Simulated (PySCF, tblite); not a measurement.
Isomers of C2H12NOSi3 (doublet state), one GFN2-xTB conformer each. Single-point energies are computed at B3LYP/pcH-1 (PySCF, gas phase, no added dispersion term), electronic only. GFN2-xTB treats the open shell by occupation alone, and not every SCF solution was tested for stability.

```csv
SMILES,GFN2-xTB relative energy (kcal/mol)
CN(C)[Si@@H]([SiH2])O[SiH3],1.4
CN(C)[Si]([SiH3])O[SiH3],0.0
[CH2]N(C)[Si@H]([SiH3])O[SiH3],13.9
CN(C)[Si@@H]([SiH3])O[SiH2],12.2
```

Conformers: `[CH3:1][N:2]([CH3:3])[Si@@H:4]([SiH2:5])[O:6][SiH3:7]` (doublet state) with C1–N2–Si4–Si5 57°, N2–Si4–Si5–H -79° and 153°, N2–Si4–O6–Si7 -53°; `[CH3:1][N:2]([CH3:3])[Si:4]([SiH3:5])[O:6][SiH3:7]` (doublet state) with C1–N2–Si4–Si5 -136°; `[CH2:1][N:2]([CH3:3])[Si@H:4]([SiH3:5])[O:6][SiH3:7]` (doublet state) with H–C1–N2–C3 15° and 177°, C1–N2–Si4–Si5 160°, N2–Si4–O6–Si7 5°; `[CH3:1][N:2]([CH3:3])[Si@@H:4]([SiH3:5])[O:6][SiH2:7]` (doublet state) with C1–N2–Si4–Si5 50°, N2–Si4–O6–Si7 -75°, Si4–O6–Si7–H -82° and 45°.

What does B3LYP/pcH-1 give for the same structures?

```csv
SMILES,B3LYP/pcH-1 E (Eh),B3LYP/pcH-1 (kcal/mol),GFN2-xTB (kcal/mol),point group
CN(C)[Si]([SiH3])O[SiH3],-1081.98072,0.0,0.0,C1
CN(C)[Si@@H]([SiH2])O[SiH3],-1081.97363,4.4,1.4,C1
CN(C)[Si@@H]([SiH3])O[SiH2],-1081.96933,7.1,12.2,C1
[CH2]N(C)[Si@H]([SiH3])O[SiH3],-1081.96826,7.8,13.9,C1
```

Both levels put the same isomer lowest; measured from each level's own lowest isomer, the values differ by up to 6.1 kcal/mol ([CH2]N(C)[Si@H]([SiH3])O[SiH3]: 13.9 against 7.8). Neighbours under 5.0 kcal/mol apart (CN(C)[Si]([SiH3])O[SiH3] and CN(C)[Si@@H]([SiH2])O[SiH3]; CN(C)[Si@@H]([SiH2])O[SiH3] and CN(C)[Si@@H]([SiH3])O[SiH2]; CN(C)[Si@@H]([SiH3])O[SiH2] and [CH2]N(C)[Si@H]([SiH3])O[SiH3]) can change places with a better method, another conformer or zero-point energy.

What happens when harmonic zero-point energies from GFN2-xTB frequencies are added?

```tsv
SMILES	ZPE (kcal/mol)	electronic (kcal/mol)	with ZPE (kcal/mol)
CN(C)[Si]([SiH3])O[SiH3]	83.4	0.0	0.0
CN(C)[Si@@H]([SiH2])O[SiH3]	83.2	4.4	4.2
CN(C)[Si@@H]([SiH3])O[SiH2]	83.3	7.1	7.1
[CH2]N(C)[Si@H]([SiH3])O[SiH3]	79.8	7.8	4.2
```

The zero-point energies span 3.6 kcal/mol. The lowest isomer stays, but the order above it changes.

As an exercise, what shares would exp(−E/RT) give at 1000 K from these electronic energies alone (no entropy, no degeneracies)?

RT = 1.987 kcal/mol: CN(C)[Si]([SiH3])O[SiH3] 86.7 %, CN(C)[Si@@H]([SiH2])O[SiH3] 9.2 %, CN(C)[Si@@H]([SiH3])O[SiH2] 2.4 %, [CH2]N(C)[Si@H]([SiH3])O[SiH3] 1.7 %.
